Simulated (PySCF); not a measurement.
A side-by-side comparison of computed properties.

First species: C7H11NSi.
SMILES: `C#C[C@@](C)(C#CC)N[SiH3]`

Second species: C6H4N2O.
Structure used (GFN2-xTB), in Å, numbered top down from 1:
```xyz
13
C6H4N2O angstrom
C      0.247   -1.063    1.766
C     -0.114   -0.330    0.706
C      0.768   -0.157   -0.383
C      1.612   -0.084   -1.250
C      2.526    0.032   -2.248
N      3.314    0.118   -3.081
N     -1.366    0.288    0.633
C     -1.804    1.056   -0.399
O     -1.186    1.313   -1.395
H     -0.413   -1.203    2.604
H      1.211   -1.533    1.810
H     -1.971    0.137    1.428
H     -2.829    1.427   -0.208
```

Levels: PBE0/pcSseg-1 for dipole moment, HOMO energy, LUMO energy and HOMO–LUMO gap; GFN2-xTB for rotational constant A and rotational constant C. Geometries: GFN2-xTB. Each species is one conformer at its optimised geometry, gas phase, non-relativistic unless stated. Electronic properties by PySCF.

The conformers computed, where there is a choice (atom-mapped SMILES and torsion angles):
- `[CH:1]#[C:2][C@@:3]([CH3:4])([C:5]#[C:6][CH3:7])[NH:8][SiH3:9]`: C2–C3–N8–Si9 78°
- `[CH2:1]=[C:2]([C:3]#[C:4][C:5]#[N:6])[NH:7][CH:8]=[O:9]`: C1–C2–N7–C8 179°, C2–N7–C8–O9 0°

Values for the first species:

```
Dipole moment         : 1.28 D
HOMO energy           : -6.94 eV
LUMO energy           : 0.54 eV
HOMO–LUMO gap         : 7.48 eV
Rotational constant A : 1.959 GHz
Rotational constant C : 0.674 GHz
```

Task: Estimate the same properties for the second species, and the change in each.

Result: 
| property | first | second | second less first |
| --- | --- | --- | --- |
| dipole moment | 1.28 D | 7.86 D | +6.58 D |
| HOMO energy | -6.94 eV | -7.36 eV | -0.42 eV |
| LUMO energy | 0.54 eV | -2.25 eV | -2.79 eV |
| HOMO–LUMO gap | 7.48 eV | 5.11 eV | -2.37 eV |
| rotational constant A | 1.959 GHz | 2.844 GHz | +0.885 GHz |
| rotational constant C | 0.674 GHz | 0.743 GHz | +0.069 GHz |

On the first: The dipole matches unit charges of opposite sign 0.27 Å apart (1 e·Å = 4.8032 D).

On the second: A dipole of 7.86 D is allowed in Cs, and pure rotational transitions are dipole-allowed. In atomic units the dipole is 3.09 e·bohr (1 au = 2.5417 D).
